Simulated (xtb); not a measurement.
xtb input for CH4N2O2Si, SMILES N#CO[Si@@H](N)O, GFN2-xTB. 

```
$ xtb mol.xyz --gfn 2 --sp --chrg 0 --uhf 0 --json
$ cat mol.xyz
10

N      2.87719411    -0.54821062    -0.46449549
C      1.81807685    -0.11313116    -0.47673269
O      0.66129994     0.36069576    -0.50983831
Si    -0.67287230     0.23102146     0.47487390
N     -1.81336036     1.10003300    -0.43968634
O     -1.10519625    -1.31708227     0.67578276
H     -0.35890165     0.87399015     1.73892566
H     -1.67130464     1.27943468    -1.41891494
H     -2.78790069     1.05893188    -0.20578533
H     -0.56580769    -1.97953484     1.09965333
```

It prints:

```
[banner left out]
          |                Calculation Setup                |
           -------------------------------------------------



           -------------------------------------------------
          |                 G F N 2 - x T B                 |
           -------------------------------------------------

        Reference                      10.1021/acs.jctc.8b01176
      * Hamiltonian:
        H0-scaling (s, p, d)           1.850000    2.230000    2.230000
        zeta-weighting                 0.500000
      * Dispersion:
        s8                             2.700000
        a1                             0.520000
        a2                             5.000000
        s9                             5.000000
      * Repulsion:
        kExp                           1.500000    1.000000
        rExp                           1.000000
      * Coulomb:
        alpha                          2.000000
        third order                    shell-resolved
        anisotropic                    true
        a3                             3.000000
        a5                             4.000000
        cn-shift                       1.200000
        cn-exp                         4.000000
        max-rad                        5.000000


          ...................................................
          :                      SETUP                      :
          :.................................................:
          :  # basis functions                  34          :
          :  # atomic orbitals                  33          :
          :  # shells                           17          :
          :  # electrons                        34          :
          :  max. iterations                   250          :
          :  Hamiltonian                  GFN2-xTB          :
          :  restarted?                      false          :
          :  GBSA solvation                  false          :
          :  PC potential                    false          :
          :  electronic temp.          300.0000000     K    :
          :  accuracy                    1.0000000          :
          :  -> integral cutoff          0.2500000E+02      :
          :  -> integral neglect         0.1000000E-07      :
          :  -> SCF convergence          0.1000000E-05 Eh   :
          :  -> wf. convergence          0.1000000E-03 e    :
          :  Broyden damping             0.4000000          :
          :  net charge                          0          :
          :  unpaired electrons                  0          :
          ...................................................

 iter      E             dE          RMSdq      gap      omega  full diag
   1    -20.1824475 -0.201824E+02  0.849E+00    5.83       0.0  T
   2    -20.2090165 -0.265690E-01  0.507E+00    6.21       1.0  T
   3    -20.2009043  0.811222E-02  0.218E+00    6.12       1.0  T
   4    -20.2107141 -0.980987E-02  0.105E+00    6.12       1.0  T
   5    -20.2147837 -0.406951E-02  0.405E-01    6.10       1.0  T
   6    -20.2149433 -0.159667E-03  0.124E-01    6.13       1.0  T
   7    -20.2149482 -0.485266E-05  0.556E-02    6.12       1.0  T
   8    -20.2149509 -0.268859E-05  0.190E-02    6.12       1.7  T
   9    -20.2149525 -0.164340E-05  0.645E-03    6.12       4.9  T
  10    -20.2149526 -0.437152E-07  0.131E-03    6.12      24.2  T
  11    -20.2149526 -0.629231E-08  0.465E-04    6.12      68.0  T
  12    -20.2149526 -0.163897E-09  0.173E-04    6.12     182.3  T

   *** convergence criteria satisfied after 12 iterations ***

         #    Occupation            Energy/Eh            Energy/eV
      -------------------------------------------------------------
         1        2.0000           -0.8113746             -22.0786
       ...           ...                  ...                  ...
        11        2.0000           -0.5089399             -13.8490
        12        2.0000           -0.4997284             -13.5983
        13        2.0000           -0.4621373             -12.5754
        14        2.0000           -0.4390092             -11.9460
        15        2.0000           -0.4338811             -11.8065
        16        2.0000           -0.4259473             -11.5906
        17        2.0000           -0.4111722             -11.1886 (HOMO)
        18                         -0.1862345              -5.0677 (LUMO)
        19                         -0.1761867              -4.7943
        20                         -0.1462961              -3.9809
        21                         -0.1296837              -3.5289
        22                         -0.0840942              -2.2883
       ...                                ...                  ...
        33                          1.3002649              35.3820
      -------------------------------------------------------------
                  HL-Gap            0.2249377 Eh            6.1209 eV
             Fermi-level           -0.2987033 Eh           -8.1281 eV

 SCC (total)                   0 d,  0 h,  0 min,  0.009 sec
 SCC setup                      ...        0 min,  0.000 sec (  1.210%)
 Dispersion                     ...        0 min,  0.000 sec (  0.650%)
 classical contributions        ...        0 min,  0.000 sec (  0.254%)
 integral evaluation            ...        0 min,  0.001 sec ( 16.268%)
 iterations                     ...        0 min,  0.005 sec ( 50.395%)
 molecular gradient             ...        0 min,  0.003 sec ( 29.431%)
 printout                       ...        0 min,  0.000 sec (  1.648%)

         :::::::::::::::::::::::::::::::::::::::::::::::::::::
         ::                     SUMMARY                     ::
         :::::::::::::::::::::::::::::::::::::::::::::::::::::
         :: total energy             -19.976410541165 Eh    ::
         :: gradient norm              0.000514333632 Eh/a0 ::
         :: HOMO-LUMO gap              6.120866445050 eV    ::
         ::.................................................::
         :: SCC energy               -20.214945340769 Eh    ::
         :: -> isotropic ES            0.074854625972 Eh    ::
         :: -> anisotropic ES          0.005242752255 Eh    ::
         :: -> anisotropic XC          0.008554908298 Eh    ::
         :: -> dispersion             -0.005855217793 Eh    ::
         :: repulsion energy           0.238534799603 Eh    ::
         :: add. restraining           0.000000000000 Eh    ::
         :: total charge              -0.000000000000 e     ::
         :::::::::::::::::::::::::::::::::::::::::::::::::::::

           -------------------------------------------------
          |                Property Printout                |
           -------------------------------------------------

    * Orbital Energies and Occupations

         #    Occupation            Energy/Eh            Energy/eV
      -------------------------------------------------------------
         1        2.0000           -0.8113746             -22.0786
       ...           ...                  ...                  ...
         5        2.0000           -0.6043193             -16.4444
         6        2.0000           -0.5994531             -16.3119
         7        2.0000           -0.5764769             -15.6867
         8        2.0000           -0.5665558             -15.4168
         9        2.0000           -0.5421035             -14.7514
        10        2.0000           -0.5284474             -14.3798
        11        2.0000           -0.5089399             -13.8490
        12        2.0000           -0.4997284             -13.5983
        13        2.0000           -0.4621373             -12.5754
        14        2.0000           -0.4390092             -11.9460
        15        2.0000           -0.4338811             -11.8065
        16        2.0000           -0.4259473             -11.5906
        17        2.0000           -0.4111722             -11.1886 (HOMO)
        18                         -0.1862345              -5.0677 (LUMO)
        19                         -0.1761867              -4.7943
        20                         -0.1462961              -3.9809
        21                         -0.1296837              -3.5289
        22                         -0.0840942              -2.2883
        23                          0.0187771               0.5110
        24                          0.0320825               0.8730
        25                          0.0678451               1.8462
        26                          0.1503038               4.0900
        27                          0.2165066               5.8914
        28                          0.2421141               6.5883
       ...                                ...                  ...
        33                          1.3002649              35.3820
      -------------------------------------------------------------
                  HL-Gap            0.2249377 Eh            6.1209 eV
             Fermi-level           -0.2987033 Eh           -8.1281 eV

     #   Z          covCN         q      C6AA      α(0)
     1   7 N        0.911    -0.329    28.471     7.717
     2   6 C        1.846     0.254    25.284     8.123
     3   8 O        1.624    -0.290    18.855     5.861
     4  14 Si       3.363     0.596   108.114    20.673
     5   7 N        2.542    -0.385    29.987     8.133
     6   8 O        1.576    -0.455    21.993     6.328
     7   1 H        0.921    -0.055     4.206     3.207
     8   1 H        0.861     0.184     1.190     1.708
     9   1 H        0.861     0.162     1.325     1.803
    10   1 H        0.808     0.318     0.670     1.285

 Mol. C6AA /au·bohr⁶  :       1594.922413
 Mol. C8AA /au·bohr⁸  :      48944.517059
 Mol. α(0) /au        :         64.838774


Wiberg/Mayer (AO) data.
largest (>0.10) Wiberg bond orders for each atom

 ---------------------------------------------------------------------------
     #   Z sym  total        # sym  WBO       # sym  WBO       # sym  WBO
 ---------------------------------------------------------------------------
     1   7 N    2.959 --     2 C    2.648     3 O    0.226
     2   6 C    3.920 --     1 N    2.648     3 O    1.269
     3   8 O    2.453 --     2 C    1.269     4 Si   0.854     1 N    0.226
     4  14 Si   4.199 --     6 O    1.206     5 N    1.182     7 H    0.868
                             3 O    0.854
     5   7 N    3.232 --     4 Si   1.182     9 H    0.970     8 H    0.951
     6   8 O    2.209 --     4 Si   1.206    10 H    0.877
     7   1 H    0.997 --     4 Si   0.868
     8   1 H    0.966 --     5 N    0.951
     9   1 H    0.973 --     5 N    0.970
    10   1 H    0.899 --     6 O    0.877
 ---------------------------------------------------------------------------

Topologies differ in total number of bonds
Writing topology from bond orders to xtbtopo.mol

molecular dipole:
                 x           y           z       tot (Debye)
 q only:       -1.505       0.172       0.538
   full:       -1.786       0.110       0.420       4.671
molecular quadrupole (traceless):
                xx          xy          yy          xz          yz          zz
 q only:       -7.301      -0.467       3.567       2.818      -2.703       3.734
  q+dip:      -11.533       0.969       4.634       5.063      -3.618       6.899
   full:      -11.066       1.141       4.413       4.093      -4.250       6.653


           -------------------------------------------------
          | TOTAL ENERGY              -19.976410541165 Eh   |
          | GRADIENT NORM               0.000514333632 Eh/α |
          | HOMO-LUMO GAP               6.120866445050 eV   |
           -------------------------------------------------

------------------------------------------------------------------------
Note: The following floating-point exceptions are signalling: IEEE_UNDERFLOW_FLAG IEEE_DENORMAL
normal termination of xtb
------------------------------------------------------------------------
 total:
 SCF:
```

The run converged.

Cost: very roughly 0.04 core-seconds.
